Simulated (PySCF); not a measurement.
Si(SMe)4, C₄H₁₂S₄Si.
SMILES: `CS[Si](SC)(SC)SC`

The closed-shell ground state was solved at several levels (PySCF, density fitting, gas phase, non-relativistic). The structure is a single PBE0-D3(BJ)/def2-SVP conformer in the gas phase; no vibrational or solvent corrections.

```
            level  basis functions  total energy (Eh)  HOMO (eV)  LUMO (eV)  gap (eV)  dipole (D)
wB97X-D/def2-SVPD              308         -2041.2904      -8.79       1.44     10.23        0.07
    PBE0/pcSseg-1              248         -2041.0565      -7.05      -0.01      7.04        0.07
```

Problem. What might KT2/pcSseg-1 (248 basis functions) give for the same quantities?

Solution. Total energy -2059.7357 Eh, HOMO -5.92 eV, LUMO -1.03 eV, gap 4.89 eV, dipole 0.07 D.

Problem. Over all these levels, which gives the widest orbital gap and which the narrowest?

Solution. wB97X-D/def2-SVPD (range-separated hybrid) has the widest, 10.23 eV, and KT2/pcSseg-1 (GGA) the narrowest, 4.89 eV. Functional and basis both differ between the two, so the spread mixes both effects.

Problem. How far do the dipole and the HOMO energy spread over the levels?

Solution. The dipole runs from 0.07 to 0.07 D (mean 0.07 D) and the HOMO from -8.79 to -5.92 eV.

The pairwise dispersion term of wB97X-D wasn't added to the energies; at a given geometry it leaves orbitals and properties as they are.
